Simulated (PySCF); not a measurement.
C4H7NSi, SMILES C#CC(=C)[SiH2]N.

Geometry: B3LYP-D3(BJ)/def2-SVP. This is a generated structure with no PubChem entry under its InChIKey; it may be hypothetical. One conformer was computed; it need not be the lowest.

These are TDA-M06-2X/def2-SVPD in PySCF 2.14.0 values and carry that method's errors.

Vertical excitations. The molecule is in vacuum.

| state | energy (eV) | λ (nm) | f | main pairs |
|---|---|---|---|---|
| S1 | 4.87 | 254 | 0.001 | HOMO−1→LUMO 72 %, HOMO−2→LUMO 17 % |
| S2 | 5.88 | 211 | 0.220 | HOMO→LUMO 70 % |
| S3 | 5.94 | 209 | 0.009 | HOMO−2→LUMO 28 %, HOMO−1→LUMO 18 %, HOMO→LUMO+2 13 %, HOMO→LUMO+4 9 % |
| S4 | 6.31 | 196 | 0.011 | HOMO−2→LUMO 29 %, HOMO→LUMO+2 23 %, HOMO→LUMO+4 18 %, HOMO→LUMO+5 6 % |
| S5 | 6.68 | 186 | 0.015 | HOMO−1→LUMO+1 47 %, HOMO→LUMO+1 12 %, HOMO−2→LUMO+1 10 % |
| S6 | 6.89 | 180 | 0.007 | HOMO→LUMO+1 72 %, HOMO−1→LUMO+1 12 % |
| S7 | 7.27 | 171 | 0.157 | HOMO→LUMO+2 22 %, HOMO−3→LUMO 12 %, HOMO−1→LUMO+1 11 %, HOMO→LUMO 7 % |
| S8 | 7.40 | 167 | 0.015 | HOMO→LUMO+2 25 %, HOMO−3→LUMO 19 %, HOMO→LUMO+4 19 %, HOMO−5→LUMO 10 % |
| S9 | 7.49 | 166 | 0.001 | HOMO−2→LUMO+1 31 %, HOMO−3→LUMO 18 %, HOMO−1→LUMO+2 12 %, HOMO−1→LUMO+1 12 % |
| S10 | 7.68 | 162 | 0.130 | HOMO−1→LUMO+2 35 %, HOMO−2→LUMO+1 12 %, HOMO→LUMO+3 12 %, HOMO−1→LUMO+5 6 % |
| T1 | 3.67 | 338 | 0 | HOMO→LUMO 91 % |
| T2 | 4.70 | 264 | 0 | HOMO−1→LUMO 78 %, HOMO−2→LUMO 14 % |
| T3 | 5.59 | 222 | 0 | HOMO−5→LUMO 10 %, HOMO−3→LUMO 10 %, HOMO−1→LUMO+4 9 %, HOMO−2→LUMO 9 % |
| T4 | 5.78 | 214 | 0 | HOMO−2→LUMO 34 %, HOMO−1→LUMO 9 %, HOMO→LUMO+2 7 %, HOMO→LUMO+4 6 % |
Triplets are in the Tamm–Dancoff approximation.
